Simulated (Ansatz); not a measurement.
**Worked example: the enthalpy of C3H7Br + C2BrF5 → C3H7F + C2Br2F4**

Gas-phase species: C3H7Br (2-bromopropane) `CC(C)Br`, singlet; C2BrF5 (bromopentafluoroethane) `FC(F)(F)C(F)(F)Br`, singlet; C3H7F (2-fluoropropane) `CC(C)F`, singlet; C2Br2F4 (1,2-dibromotetrafluoroethane) `FC(F)(Br)C(F)(F)Br`, singlet. The partners trade Br for F; both sit on C, so the bond types are kept.

Shapes, held fixed at every level: PBE0-D4/def2-TZVP. Flexible molecules stand in one conformer, not always the lowest. Programs: Ansatz 0.2.0. The zero-point and thermal terms to 298 K, harmonic and unscaled (PBE0-D4/def2-TZVP), stand in the table.

At B3LYP-D4/def2-TZVPP; 1 Eh = 2625.50 kJ/mol:

| species | energy (Eh) | H(298 K) − E (kJ/mol) | tabulated ΔfH (kJ/mol) |
| --- | --- | --- | --- |
| C3H7Br | -2692.791525 | 264.0 | -99.4 |
| C2BrF5 | -3149.868142 | 93.0 | -1064.4 |
| C3H7F | -218.489063 | 267.6 | -293.5 |
| C2Br2F4 | -5624.151896 | 87.8 | -789.1 |

Problem. Work out the reaction enthalpy at 298 K from the calculation and from the table of heats.

Solution. 
1. Electronic: (-218.489063) + (-5624.151896) − [(-2692.791525) + (-3149.868142)] = 0.018708 Eh = +49.1 kJ/mol.
2. Zero-point and thermal: (267.6) + (87.8) − [(264.0) + (93.0)] = -1.6 kJ/mol.
3. Computed ΔH = +47.5 kJ/mol.
4. From the heats of formation (CRC Handbook of Chemistry and Physics): (-293.5) + (-789.1) − [(-99.4) + (-1064.4)] = +81.2 kJ/mol.
5. Computed less tabulated: -33.7 kJ/mol. Tabulated heats carry uncertainties of their own. The tabulated values of C3H7F, C2Br2F4 are in doubt (older tables, estimates, or at odds with other calculations) and kept here.

Relativity is left out for Br.
